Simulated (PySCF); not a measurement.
Spin-rotation constants: SMILES O[C@@H]1CCC[C@H]2O[C@@H]12, C₆H₁₀O₂

Geometry (Å), atoms numbered from 1 in this order:
```xyz
18

O     0.527   -2.501    0.164
C     0.263   -1.178    0.572
C    -1.095   -0.772   -0.004
C    -1.331    0.721    0.193
C    -0.373    1.527   -0.681
C     1.057    1.082   -0.480
O     1.545    0.955    0.828
C     1.362   -0.228    0.102
H     1.334   -2.814    0.589
H     0.220   -1.121    1.672
H    -1.872   -1.359    0.487
H    -1.103   -1.021   -1.066
H    -1.168    0.979    1.241
H    -2.359    0.976   -0.065
H    -0.453    2.592   -0.450
H    -0.620    1.387   -1.736
H     1.773    1.508   -1.181
H     2.284   -0.726   -0.197
```

Level of theory: PySCF, GIAO B3LYP/pcSseg-1 magnetisability, rotational g tensor and spin-rotation constants, non-relativistic, gas phase. Geometry: GFN2-xTB.

Q: Give the nuclear spin-rotation constants along the inertial axes (H = +C I·J) beside the isotropic shieldings.

A: Rotational constants 3.1309, 2.0720, 1.4482 GHz. A star marks the isotopologue with that one atom substituted, in its own axes.
```
atom  isotope  Caa (kHz)  Cbb (kHz)  Ccc (kHz)  mean (kHz)  σ (ppm)
  H9       1H     -0.293     -0.055     -0.182      -0.177     31.0
 H10       1H     -0.336     -0.192      0.076      -0.151     27.8
 H11       1H     -0.207     -0.064     -0.125      -0.132     29.9
 H12       1H     -0.370     -0.224      0.038      -0.186     30.8
 H13       1H     -0.339     -0.220      0.026      -0.177     30.6
 H14       1H     -0.316      0.036     -0.162      -0.147     30.5
 H15       1H      0.073     -0.226     -0.141      -0.098     29.7
 H16       1H     -0.356     -0.195      0.019      -0.177     30.3
 H17       1H     -0.175     -0.139     -0.068      -0.127     28.9
 H18       1H     -0.206     -0.053     -0.125      -0.128     29.2
  O1     17O*     -0.340     -0.132     -0.186      -0.219    273.9
  C2     13C*      0.699      0.540      0.323       0.521    106.5
  C3     13C*      0.552      0.386      0.235       0.391    147.1
  C4     13C*      0.458      0.320      0.223       0.334    162.1
  C5     13C*      0.573      0.343      0.230       0.382    150.5
  C6     13C*      0.873      0.308      0.253       0.478    129.3
  O7     17O*     -0.113     -0.085     -0.242      -0.146    297.5
  C8     13C*      0.881      0.312      0.290       0.494    122.9
```
For the geometry as given, no vibrational averaging.

Q: How do the rotational constants and the g tensor change when H9, H10, H11, H12, H13, H14, H15, H16, H17, H18 are replaced by deuterium?

A: Constants 2.6067, 1.7919, 1.2632 GHz; g -0.0134, -0.0041, -0.0057, against -0.0144, -0.0056, -0.0066 before.
